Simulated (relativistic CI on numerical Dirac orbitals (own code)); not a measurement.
d8 in a ligand field

Computed with a parametric ligand-field model of a d^n configuration (Racah B and C, spin-orbit zeta, crystal field), exact diagonalisation.

Field parameters in Wybourne normalisation: D3d B²₀ = −7Dσ, B⁴₀ = −14Dq − 21Dτ, B⁴₃ = −14√(10/7) Dq; D4h B²₀ = −7Ds, B⁴₀ = 21(Dq − Dt), B⁴₄ = 21√(5/14) Dq; Td as Oh with Dq negative (B⁴₀ = 21Dq, B⁴₄ = √(5/14) B⁴₀). The field is a parameter set, without covalency.

(1) A d8 ion in Td symmetry has the ground term 3T1 and bands at 1T2 5829 cm⁻¹ (1716 nm), 1E 5945 cm⁻¹ (1682 nm), 3T2 7710 cm⁻¹ (1297 nm), 1A1 12376 cm⁻¹ (808 nm), 3T1 12971 cm⁻¹ (771 nm), 3A2 16160 cm⁻¹ (619 nm). Which parameters reproduce them?

(2) Ground term and bands for B = 390, C = 1670, ζ = 0 cm⁻¹, D3d, 10Dq = 32800, Dσ = 1200, Dτ = -270 cm⁻¹?

(3) Ground term and bands for B = 370, C = 1360, ζ = 0 cm⁻¹, D3d, 10Dq = 23950, Dσ = -1150, Dτ = 360 cm⁻¹?

(4) Ground term and bands for B = 360, C = 1460, ζ = 0 cm⁻¹, D4h, 10Dq = 18450, Ds = -1500, Dt = -260 cm⁻¹?

(5) Ground term and bands for B = 600, C = 2860, ζ = 0 cm⁻¹, Td, 10Dq = -2200 cm⁻¹?

## Answers

(1) B = 400, C = 1600, ζ = 0 cm⁻¹, Td, 10Dq = -8450 cm⁻¹.

(2) Ground term 3A2 with 2.01 electrons in the two orbitals of the cubic e set. Spin-allowed: 3A1 31452 cm⁻¹ (318 nm), 3E 32158 cm⁻¹ (311 nm), 3A2 36400 cm⁻¹ (275 nm), 3E 36587 cm⁻¹ (273 nm). Lowest spin-forbidden: 1E 6403 cm⁻¹ (1562 nm), 1A1 12315 cm⁻¹ (812 nm), 1A1 37732 cm⁻¹ (265 nm).

(3) Ground term 3A2 with 2.01 electrons in the two orbitals of the cubic e set. Spin-allowed: 3E 25415 cm⁻¹ (393 nm), 3A1 26109 cm⁻¹ (383 nm), 3A2 29568 cm⁻¹ (338 nm), 3E 30066 cm⁻¹ (333 nm). Lowest spin-forbidden: 1E 5609 cm⁻¹ (1783 nm), 1A1 10777 cm⁻¹ (928 nm), 1E 30845 cm⁻¹ (324 nm).

(4) Ground term 3B1 with 2.00 electrons in the two orbitals of the cubic e set. Spin-allowed: 3E 17794 cm⁻¹ (562 nm), 3B2 18450 cm⁻¹ (542 nm), 3E 24098 cm⁻¹ (415 nm), 3A2 29569 cm⁻¹ (338 nm). Lowest spin-forbidden: 1A1 656 cm⁻¹, 1B1 5759 cm⁻¹ (1736 nm), 1A1 16009 cm⁻¹ (625 nm).

(5) Ground term 3T1 with 3.86 electrons in the two orbitals of the cubic e set. Spin-allowed: 3T2 1835 cm⁻¹, 3A2 4035 cm⁻¹ (2479 nm), 3T1 10469 cm⁻¹ (955 nm). Lowest spin-forbidden: 1T2 9327 cm⁻¹ (1072 nm), 1E 9838 cm⁻¹ (1016 nm), 1T2 13782 cm⁻¹ (726 nm).
